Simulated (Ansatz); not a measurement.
BEt3 (C₆H₁₅B). Charge 0, multiplicity 1. Geometry PBE-D4/def2-SVP.

```tsv
atom	x (Å)	y (Å)	z (Å)
B1	-0.1131	0.1928	0.0716
C2	-0.3735	1.6599	0.6115
C3	0.1321	2.6577	-0.4560
C4	1.3001	-0.4796	0.3079
C5	1.1983	-1.3191	1.6046
C6	-1.2949	-0.5743	-0.6456
C7	-0.9952	-1.8616	-1.4188
H8	0.1774	1.8436	1.5606
H9	-1.4498	1.8554	0.8097
H10	-0.0011	3.7112	-0.1336
H11	1.2118	2.5157	-0.6725
H12	-0.4112	2.5398	-1.4172
H13	2.1040	0.2777	0.4340
H14	1.6007	-1.1468	-0.5282
H15	2.1624	-1.8082	1.8554
H16	0.9127	-0.6936	2.4764
H17	0.4371	-2.1224	1.5167
H18	-1.8547	0.1538	-1.2785
H19	-2.0210	-0.7775	0.1825
H20	-1.9093	-2.3281	-1.8406
H21	-0.3037	-1.6735	-2.2663
H22	-0.5092	-2.6229	-0.7738
```

Another isomer (singlet) lies 0.20 eV lower at PBE0-D4/def2-TZVP; other spin states weren't run for this one.

Estimate the orbital energies around the gap (eV) in Ansatz with PBE-D4/def2-SVP, PBE-D4/def2-TZVP, r2SCAN-D4/def2-TZVP, CAM-B3LYP-D4/def2-TZVP, ωB97X-V/def2-TZVP.


| orbital | PBE-D4/def2-SVP | PBE-D4/def2-TZVP | r2SCAN-D4/def2-TZVP | CAM-B3LYP-D4/def2-TZVP | ωB97X-V/def2-TZVP |
| --- | --- | --- | --- | --- | --- |
| HOMO−9 | -9.61 | -9.70 | -10.10 | -12.77 | -13.87 |
| HOMO−8 | -9.05 | -9.12 | -9.46 | -12.06 | -13.13 |
| HOMO−7 | -8.66 | -8.73 | -9.06 | -11.60 | -12.66 |
| HOMO−6 | -8.53 | -8.60 | -8.92 | -11.47 | -12.53 |
| HOMO−5 | -8.35 | -8.45 | -8.80 | -11.40 | -12.45 |
| HOMO−4 | -8.08 | -8.17 | -8.50 | -11.08 | -12.13 |
| HOMO−3 | -7.92 | -8.01 | -8.33 | -10.88 | -11.92 |
| HOMO−2 | -7.89 | -7.98 | -8.30 | -10.86 | -11.89 |
| HOMO−1 | -6.50 | -6.58 | -6.84 | -9.35 | -10.34 |
| HOMO | -6.44 | -6.53 | -6.79 | -9.29 | -10.28 |
| LUMO | -1.21 | -1.34 | -0.97 | 0.75 | 1.82 |
| LUMO+1 | 0.75 | 0.16 | 0.82 | 1.67 | 2.70 |
| LUMO+2 | 1.44 | 0.87 | 1.59 | 2.45 | 3.52 |
| LUMO+3 | 1.68 | 1.00 | 1.75 | 2.50 | 3.53 |
| LUMO+4 | 1.82 | 1.09 | 1.84 | 2.66 | 3.71 |
| LUMO+5 | 2.54 | 1.85 | 2.57 | 3.43 | 4.53 |
